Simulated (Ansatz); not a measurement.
Input file for Ansatz (an electronic-structure program): R-CCSD(T)/cc-pVQZ on BH3Se (SMILES B[SeH]), a point of a torsion scan. The run froze 15 orbitals, filled d shells among them.

Ansatz 0.2 input:
```yaml
crystal:
  periodic: [false, false, false]
  atoms:
    - {symbol: B, position_ang: [-0.63839194, -0.04509370, -0.04859413]}
    - {symbol: Se, position_ang: [1.13006509, -0.52395881, 0.34429081]}
    - {symbol: H, position_ang: [-1.44092495, -0.85545011, -0.29438739]}
    - {symbol: H, position_ang: [-0.95663240, 1.04833877, 0.21570317]}
    - {symbol: H, position_ang: [1.24183092, -1.74322819, -0.42506521]}
basis:
  gaussian:
    orbitals: cc-pVQZ
magnetization: {spin_polarized: false}
correlation: {method: ccsd_t, electrons: outside_noble_gas}
scf: {lower_state_search: off}
```

Problem. What total energy does the run end on?

Solution. -2426.6586 hartree (reference determinant -2426.3321, T1 diagnostic 0.017).

Problem. How many basis functions does it have, and what does it roughly cost on one machine?

Solution. 213 functions; roughly 2.4 core-minutes.
